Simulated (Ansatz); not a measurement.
`C=C[SiH2][AlH2]` → `C=[CH][AlH2]` + `[SiH2]` at 400 K and 1 bar (silylene formation by 1,1-elimination).

Computed with Ansatz on PBE0-D4/def2-TZVP structures; ΔE is electronic, products minus reactants. CBS: MP2 limit from def2 TZ/QZ plus the TZ coupled-cluster correction, frozen cores. This one scheme is used for every species. Each species was taken in one conformer, which may not be the lowest.

```csv
species,CCSD(T)/CBS energy (Eh),H − E (kJ/mol),S (J/(mol·K))
`C=C[SiH2][AlH2]`,-611.35956,224.8,394.8
`C=[CH][AlH2]`,-321.08307,168.1,312.7
`[SiH2]`,-290.19011,44.2,218.1
```

H − E and S are ideal-gas, rigid-rotor, harmonic terms from PBE0-D4/def2-TZVP, for one conformer and one mirror image of each species. 1 Eh = 2625.50 kJ/mol, R = 8.31446 J/(mol·K).

**Question.** By hand: ΔE, ΔH, ΔS and ΔG.

**Answer.** ΔE = (-321.08307) + (-290.19011) − (-611.35956) = 0.08638 Eh = 226.8 kJ/mol. Δ(H − E) = 168.1 + 44.2 − 224.8 = -12.5, so ΔH = 214.3 kJ/mol. ΔS = 312.7 + 218.1 − 394.8 = 136.0 J/(mol·K). ΔG = 214.3 − 400 × (136.0)/1000 = 159.9 kJ/mol.

**Question.** By hand: the equilibrium constant, and the temperature at which ΔG would vanish if ΔH and ΔS stayed fixed.

**Answer.** log₁₀ K = −ΔG/(RT ln 10) = -20.9. ΔG = 0 at ΔH/ΔS = 1576 K.

The number of gas molecules changes by +1, which sets the sign of ΔS. A doubt of 5 kJ/mol in ΔE shifts log₁₀ K by 0.7 here. Other conformers and mirror images would add mixing entropy, several J/(mol·K) or more a flexible species. Modes under 60 cm⁻¹, often nearly free rotors, make the harmonic entropy too high. These are equilibria of isolated gas molecules and say nothing of rates. Largest T1 diagnostic: 0.014 (customary marks: 0.02 for closed shells, 0.045 for open ones).
